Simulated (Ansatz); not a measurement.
Program: Ansatz. Geometries: PBE0-D4/def2-TZVP. ΔE: electronic, gas phase. CCSD(T)/CBS is the MP2 limit (def2-TZVPP, def2-QZVPP) plus CCSD(T) − MP2 in def2-TZVPP, frozen cores. This one scheme is used for every species. Functionals use def2-TZVPP. def2 core potentials past Kr. For W outer-core shells are correlated without core-valence functions, which leaves a few kJ/mol of doubt a bond. One conformer a species, not always the lowest.

Consider the formal hydrolysis of a W–F bond: `C[N]=[W](=[O])([F])[O]C` + H₂O → `C[N]=[W](=[O])([OH])[O]C` + H–F.

`C[N]=[W](=[O])([F])[O]C`:

Cartesian coordinates in Å:
```
C -0.354 -2.182 0.767
N -0.482 -0.769 0.717
W -1.189 0.735 0.188
O -2.420 0.371 -0.939
F -1.896 1.619 1.685
O 0.150 1.724 -0.654
C 1.513 1.573 -0.967
H -0.529 -2.541 1.786
H 0.659 -2.482 0.480
H -1.066 -2.674 0.095
H 2.037 2.497 -0.712
H 1.954 0.743 -0.408
H 1.622 1.387 -2.039
```

H₂O:

Z-matrix (Å, degrees):
```
O
H 1 0.960
H 1 0.960 2 105.1
```

`C[N]=[W](=[O])([OH])[O]C`:

```xyz
14

C     0.555   -0.930    2.114
N     0.506   -0.103    0.961
W     0.973    0.357   -0.661
O     2.127   -0.767   -1.244
O     1.735    2.098   -0.611
O    -0.558    0.318   -1.742
C    -1.920    0.016   -1.595
H     0.851   -0.343    2.990
H    -0.433   -1.353    2.322
H     1.266   -1.755    1.992
H     1.750    2.649    0.172
H    -2.139   -0.942   -2.077
H    -2.202   -0.041   -0.540
H    -2.512    0.796   -2.081
```

H–F:

Z-matrix (Å, degrees):
```
F
H 1 0.920
```

| level | ΔE (kJ/mol) |
| --- | --- |
| BLYP-D4 | 34.3 |
| r2SCAN-D4 | 34.7 |
| PBE | 34.9 |
| CAM-B3LYP | 35.1 |
| CCSD/def2-SVP | 32.9 |
| MP2/def2-QZVPP | 24.9 |
| SCS-MP2/def2-QZVPP | 28.4 |
| HF/CBS(def2) | 35.0 |

(1) What does CCSD(T)/CBS give? (Best estimate.)

Largest T1 diagnostic among the species: 0.020.

Results:

(1) Computed: +26.5 kJ/mol. The listed levels differ from it by 7.8, 8.2, 8.4, 8.6, 6.4, -1.6, 1.9, 8.5 kJ/mol.

From r2SCAN to r2SCAN0 (25 % exact exchange), in def2-TZVPP and without D4, ΔE moves by −3.6 kJ/mol. The D4 term adds −3.6 kJ/mol with B3LYP and −2.0 kJ/mol with PBE0; it sums over pairs of atoms, weighted by their polarisabilities, and B3LYP, whose exchange is more repulsive, gets the larger term. Leaving LDA and LC-ωPBE aside and taking each functional with its dispersion term where it has one, the values, not all of them listed here, spread over 10.5 kJ/mol, from PBE-QIDH to B97M-V. LDA lies −7.3 kJ/mol from PBE without D4.

B3LYP here is the variant with VWN-RPA as its local correlation; programs differ in this.
